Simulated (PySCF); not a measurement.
C₃H₈BF.
Numbering: `[BH2:1][CH2:2][CH2:3][CH2:4][F:5]` (hydrogens: H6, H7 on B1; H8, H9 on C2; H10, H11 on C3; H12, H13 on C4)

Cartesian coordinates in Å at the PBE0-D3(BJ)/def2-SVP level; atoms count from 1:
```
atom  x, y, z in Å
B1     1.6507    0.7768   -0.0060
C2     0.8439   -0.5477    0.1214
C3    -0.5579   -0.6146   -0.4745
C4    -1.5463    0.2482    0.2739
F5    -1.6180   -0.1460    1.5917
H6     2.7356    0.8676    0.5240
H7     1.2504    1.7208   -0.6551
H8     0.8230   -0.8507    1.1851
H9     1.5080   -1.3116   -0.3363
H10   -0.5474   -0.2801   -1.5262
H11   -0.9347   -1.6513   -0.4788
H12   -2.5558    0.1724   -0.1648
H13   -1.2390    1.3098    0.2507
```

Method: PBE0-D3(BJ)/def2-SVP geometry optimisation, gas phase (PySCF).

Masses are those of the commonest isotopes; rigid-rotor values at the optimised geometry. The values belong to one conformer with, in the numbering `[BH2:1][CH2:2][CH2:3][CH2:4][F:5]`, H–B1–C2–C3 176° and -6°, B1–C2–C3–C4 -69°, C2–C3–C4–F5 -59°.

(1) Give the principal moments of inertia and the rotational constants in MHz.

(2) What kind of rotor is it?

(3) Is it planar, by Δ = Ic − Ia − Ib?

(4) Where do the levels up to J = 5 lie, in cm⁻¹?

(5) Which lines would a microwave search look for?

Results:

(1) Ia = 57.79, Ib = 169.72, Ic = 182.70 u·Å²; 505379 MHz·u·Å²/I gives A = 8745, B = 2978, C = 2766 MHz.

(2) A near-prolate asymmetric top: κ = (2 × 2978 − 8745 − 2766)/(8745 − 2766) = -0.93.

(3) Not planar: Δ = Ic − Ia − Ib = -44.81 u·Å². For a rigid frame Δ = −2 Σ m c², so Σ m c² = 22.40 u·Å² lies off the ab plane: 10.24 from hydrogen and 12.16 from heavier atoms. The atom farthest from that plane is 1.62 Å away.

(4) Above 0(0,0):
J = 1: 1(0,1) 0.1916, 1(1,1) 0.3840, 1(1,0) 0.3910
J = 2: 2(0,2) 0.5746, 2(1,2) 0.7601, 2(1,1) 0.7813, 2(2,1) 1.3584, 2(2,0) 1.3586
J = 3: 3(0,3) 1.1486, 3(1,3) 1.3242, 3(1,2) 1.3665, 3(2,2) 1.9332, 3(2,1) 1.9341, 3(3,1) 2.9128, 3(3,0) 2.9128
J = 4: 4(0,4) 1.9131, 4(1,4) 2.0761, 4(1,3) 2.1466, 4(2,3) 2.6994, 4(2,2) 2.7023, 4(3,2) 3.6796, 4(3,1) 3.6796, 4(4,1) 5.0505, 4(4,0) 5.0505
J = 5: 5(0,5) 2.8673, 5(1,5) 3.0156, 5(1,4) 3.1214, 5(2,4) 3.6570, 5(2,3) 3.6636, 5(3,3) 4.6382, 5(3,2) 4.6382, 5(4,2) 6.0089, 5(4,1) 6.0089, 5(5,1) 7.7716, 5(5,0) 7.7716
The levels of one J sum to (2J + 1)J(J + 1)(A + B + C)/3.

(5) The dipole components are |μa| = 0.48 D, |μb| = 1.44 D, |μc| = 0.36 D. The squared components, which scale the intensities, stand as 0.11 : 1.00 : 0.06 (a : b : c). Some lines, for components of 0.1 D or more:

```tsv
type	branch	J(Ka,Kc)	MHz	lower level (cm⁻¹)
a	Q	3(1,2) ← 3(1,3)	1270	1.324
c	Q	3(1,3) ← 3(0,3)	5263	1.149
c	Q	2(1,2) ← 2(0,2)	5561	0.575
c	Q	1(1,1) ← 1(0,1)	5767	0.192
a	R	2(1,2) ← 1(1,1)	11276	0.384
c	Q	3(2,2) ← 3(1,2)	16988	1.367
b	R	2(1,2) ← 1(0,1)	17043	0.192
a	R	3(2,2) ← 2(2,1)	17232	1.358
a	R	3(2,1) ← 2(2,0)	17255	1.359
c	Q	2(2,1) ← 2(1,1)	17301	0.781
c	R	2(1,1) ← 1(0,1)	17678	0.192
b	R	3(1,3) ← 2(0,2)	22472	0.575
c	R	2(2,0) ← 1(1,0)	29007	0.391
c	R	2(2,1) ← 1(1,1)	29212	0.384
c	Q	3(3,1) ← 3(2,1)	29340	1.934
b	Q	3(3,0) ← 3(2,1)	29340	1.934
b	Q	3(3,1) ← 3(2,2)	29368	1.933
b	R	3(2,2) ← 2(1,1)	34533	0.781
c	R	3(2,1) ← 2(1,1)	34562	0.781
c	R	3(2,2) ← 2(1,2)	35168	0.760
b	R	3(3,1) ← 2(2,0)	46594	1.359
c	R	3(3,0) ← 2(2,0)	46594	1.359
```

No PBE0-D3(BJ)/def2-SVP frequencies stand behind this structure, so it isn't proved a minimum. No vibrational averaging or centrifugal distortion is included, and the geometry carries the error of its method. Quadrupole hyperfine structure (11B) is left out.
